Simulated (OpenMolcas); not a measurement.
# Kr⁴⁺: the spin-orbit constant, Slater's ratio, worked from levels

```yaml
Program: OpenMolcas
Basis: ANO-RCC-VTZP [6s5p3d1f]
Scalar_Hamiltonian: DKH2, point nucleus
Active_space: 4 electrons in 8 orbitals (4s 4p 5s 5p)
State_averaging: 2S+1 = 3 even, 3 roots; 2S+1 = 1 even, 11 roots; 2S+1 = 5 odd, 1 root; 2S+1 = 3 odd, 9 roots; 2S+1 = 1 odd, 8 roots
Spin-orbit_coupling: state interaction with AMFI integrals over the reference wave functions, term energies averaged over their components
```

Methods: CASSCF; MS-CASPT2, IPEA 0.25 Eh, imaginary shift 0.1 Eh (closed shells correlated: 3d). Measured levels: Saloman, J. Phys. Chem. Ref. Data 36, 215 (2007).

**The spin-orbit constant.** For the Hund term ³P of p2, E(J) = (A/2) J(J+1) + constant and ζ = 2S·A = 2A. From J = 0 to J = 2 the energy changes by 3 A.

```json
{"Source": "CASSCF", "E(2) - E(0)": "7075.6", "A": "2358.5", "ζ": "4717"}
{"Source": "MS-CASPT2", "E(2) - E(0)": "6896.2", "A": "2298.7", "ζ": "4597"}
{"Source": "measured", "E(2) - E(0)": "7595.3", "A": "2531.8", "ζ": "5064"}
```

All in cm-1. MS-CASPT2 is off by -9.2 % and CASSCF by -6.8 %. Both methods take the spin-orbit matrix elements from the reference wave functions, so the second can move ζ only through the term energies and any multistate remixing. Second-order mixing with other terms is absorbed into this ζ.

**Slater's ratio.** With one set of orbitals, p2 has ¹D - ³P = 6 F2 and ¹S - ¹D = 9 F2 (F2 = F²/25), a ratio of 3/2. Term energies are centres of gravity, weighted by 2J + 1.

```csv
Source,¹D - ³P,¹S - ³P,F2 from the first,Ratio
CASSCF,16792,32116,2799,0.913
MS-CASPT2,14644,33809,2441,1.309
measured,14256,33737,2376,1.367
```

Energies in cm-1. A ratio away from 3/2 shows effects beyond one configuration with one set of orbitals, and in heavier atoms second-order spin-orbit shifts. In CASSCF the valence s occupation is 1.93 in ¹S against 1.98 in ¹D: mixing out of s² acts most on ¹S and pulls it down.

CASPT2 does not keep the components of a term degenerate, so their means are used; among the terms shown or strongly mixed into the levels shown the widest spread is 67 cm-1 (4s² 4p² ¹D, MS-CASPT2). Over all roots computed the reference weight is 0.86 to 0.99 in MS-CASPT2; the roots of lowest weight are the least certain, and an intruder state may touch them. Active for correlation alone: 5p 5s; no level in the range computed is led by a configuration that fills them, so any true level of that kind is missing. Measured partners are found by configuration, term and J. A level has none where our copy of the source lacks it or the pairing is in doubt (some pairs that miss far off the trend of their configuration count as doubtful), and it then counts in no deviation. Levels of configurations outside the active space are missing.
